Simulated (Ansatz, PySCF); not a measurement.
Sn(F)2(Me)2 (C₂H₆F₂Sn), SMILES [CH3][Sn]([CH3])([F])[F]. Atoms are numbered in the order given.

```xyz
11

C      0.0020     0.9995     1.9225
Sn     0.0002     0.0460     0.0000
C      0.0020     0.9995    -1.9225
F     -1.5224    -1.1722     0.0000
F      1.5173    -1.1789     0.0000
H     -0.0018     2.0931     1.8190
H      0.9039     0.6720     2.4574
H     -0.8955     0.6663     2.4612
H     -0.8955     0.6663    -2.4612
H      0.9039     0.6720    -2.4574
H     -0.0018     2.0931    -1.8190
```
Charge 0, spin multiplicity 1.

Geometry: B3LYP-D3(BJ)/def2-SVP. The def2 effective core potentials stand for the cores of Sn; spin–orbit coupling is left out.

Vertical ionisation energy (IE) and electron affinity (EA) in eV. Rows of orbital energies are one-electron estimates. Where ΔSCF, EOM or ADC give a negative EA the extra electron is unbound and the value depends on the basis.

```tsv
level	IE	EA
−ε(HOMO), −ε(LUMO), ωB97X/def2-TZVP (PySCF)	[?]	[?]
ΔSCF, CAM-B3LYP/def2-TZVPD (Ansatz), final states of multiplicity 2 and 2	10.87	-0.37
```

Problem. Complete the blanks. (Estimate from the structure and the level; the computed values follow.)

Solution. 
- −ε(HOMO), −ε(LUMO), ωB97X/def2-TZVP (PySCF), IE: 10.99
- −ε(HOMO), −ε(LUMO), ωB97X/def2-TZVP (PySCF), EA: -1.36

Problem. What vertical singlet–triplet gap does ΔSCF give with CAM-B3LYP/def2-TZVPD (Ansatz, a first-principles code)? (Estimate from the structure and the level; the computed values follow.)

Solution. 5.76 eV (triplet above singlet where positive).
